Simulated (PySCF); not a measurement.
**Ca⁺: excitation energy**

Ca⁺ [Ar] 4s1 (2S) → Ca⁺ [Ar] 4p1 (2P), as a difference of total energies. Computed with PySCF 2.14 in def2-QZVPPD (11s6p4d3f, 70 functions), with no relativity, point nucleus. Correlated levels: valence and next inner shell: [Ne] frozen. The calculations carry no spin-orbit coupling.

```csv
method,excitation energy (eV),difference from reference (eV)
UHF,2.895,-0.247
MP2 (valence and next inner shell),3.110,-0.032
SCS-MP2 (valence and next inner shell),3.065,-0.077
CCSD (valence and next inner shell),3.090,-0.052
CCSD(T) (valence and next inner shell),3.103,-0.039
```

Reference: 3.142 eV (measured; NIST levels, between the centres of gravity of the two terms).

These non-relativistic numbers lack the scalar-relativistic shift.

Errors of the correlated levels include the incompleteness of this basis and the frozen core.
